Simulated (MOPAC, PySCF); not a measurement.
Relaxed torsion scan: SMILES C=C/C=C\O[SiH3], singlet. Scanned: dihedral C3–C4–O5–Si6; all other coordinates were relaxed at GFN2-xTB. Points at φ and −φ are mirror images. Heavy atoms are numbered in the order of the SMILES C=C/C=C\O[SiH3], hydrogens after them in the order of the atoms that carry them; the mirror image has the same energies with the sign of each dihedral reversed. Each profile is relative to its own lowest point.

```json
[
 {"φ / °": "-150", "A": "0.2", "B": "0.2", "C": "1.7"},
 {"φ / °": "-120", "A": "1.4", "B": "0.7", "C": "1.0"},
 {"φ / °": "-90", "A": "2.5", "B": "1.1", "C": "0.6"},
 {"φ / °": "-60", "A": "3.5", "B": "1.4", "C": "0.0"},
 {"φ / °": "-30", "A": "3.6", "B": "1.2", "C": "0.3"},
 {"φ / °": "0", "A": "3.9", "B": "1.3", "C": "0.3"},
 {"φ / °": "30", "A": "3.6", "B": "1.2", "C": "0.3"},
 {"φ / °": "60", "A": "3.5", "B": "1.4", "C": "0.0"},
 {"φ / °": "90", "A": "2.5", "B": "1.1", "C": "0.6"},
 {"φ / °": "120", "A": "1.4", "B": "0.7", "C": "1.0"},
 {"φ / °": "150", "A": "0.2", "B": "0.2", "C": "1.7"},
 {"φ / °": "180", "A": "0.0", "B": "0.0", "C": "1.9"}
]
```

Energies in kcal/mol.

Question: Assign the columns to these levels of theory: AM1, restricted, heats of formation // GFN2-xTB in MOPAC; PM6, restricted, heats of formation // GFN2-xTB in MOPAC; restricted Hartree-Fock/STO-3G // GFN2-xTB in PySCF 2.14.0.

Answer: A is RHF/STO-3G; B is AM1; C is PM6.
